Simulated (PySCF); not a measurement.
**Electronic absorption of C8H10NP**

Compound: C₈H₁₀NP.
Bonds: C1–P2 (double), P2–C3, C3–C4 (aromatic), C4–C5 (aromatic), C5–N6 (aromatic), N6–C7 (aromatic), C7–C8 (aromatic), P2–C9, C9–C10, P2–C10, C3–C8 (aromatic). Hydrogens: H11, H12 on C1; H13 on C4; H14 on C5; H15 on C7; H16 on C8; H17, H18 on C9; H19, H20 on C10.

The calculation used TDDFT PBE0/def2-SVPD, vertical, gas phase, core orbitals frozen in the response in PySCF 2.14.0, density-fitted response routines. The structure is a single PBE0-D3(BJ)/def2-SVP conformer in the gas phase; no vibrational or solvent corrections. Torsions of this conformer, `[CH2:1]=[P:2]1([c:3]2[cH:4][cH:5][n:6][cH:7][cH:8]2)[CH2:9][CH2:10]1`: C1–P2–C3–C4 -88°.

Q: Predict the UV-vis stick spectrum at this level.

A: 

```tsv
state	E (eV)	E (kJ/mol)	λ (nm)	f	|μ| (D)	main configurations (H = HOMO, L = LUMO)
S1	3.15	304	393.4	0.074	2.49	H→L (98%)
S2	3.59	347	345.0	0.0001	0.09	H→L+1 (96%)
S3	4.39	424	282.2	0.0003	0.13	H→L+2 (92%)
S4	4.62	446	268.5	0.0059	0.58	H-1→L (98%)
S5	4.85	468	255.8	0.063	1.85	H→L+3 (89%)
S6	5.09	491	243.7	0.0001	0.06	H-1→L+1 (98%)
S7	5.45	525	227.6	0.044	1.46	H-2→L (78%), H-4→L+1 (19%)
S8	5.50	530	225.6	0.043	1.43	H→L+4 (88%)
S9	5.60	540	221.4	0.0057	0.52	H→L+5 (91%)
S10	5.74	554	215.9	0.0004	0.14	H-3→L (99%)
```

Triplets (Tamm–Dancoff): T1 2.67 eV, H→L (96%); T2 3.49 eV, H→L+1 (91%); T3 3.93 eV, H-1→L (94%); T4 4.19 eV, H→L+2 (78%).

The lowest singlet comes at 393 nm (304 kJ/mol) in the visible; it is of moderate strength; its leading configuration is HOMO→LUMO (98%). The lowest level is also the most intense of those listed (f = 0.074). Löwdin shares by element: HOMO carbon 54% or more, phosphorus 18%, hydrogen 13% or more; LUMO carbon 45% or more, nitrogen 20% (atoms not listed hold the other 34%). Of the 10 states listed, 4 reach f = 0.01 and 4 stay under 0.0005. Weighted by f, the mean energy of these states is 4.56 eV. Orbital energies (eV): HOMO-3 -8.30, HOMO-2 -7.94, HOMO-1 -7.65, HOMO -5.44, LUMO -1.43, LUMO+1 -0.88, LUMO+2 0.35. S1 lies in the visible range (380 to 750 nm), at 393 nm, f = 0.074; light of that wavelength is violet, and its complementary colour is yellow-green; a Tamm–Dancoff triplet lies at 464 nm, without intensity as long as spin–orbit coupling is left out. All these states lie below the vertical ionisation energy of 7.09 eV (ΔSCF). The window holds the lowest 10 singlets.
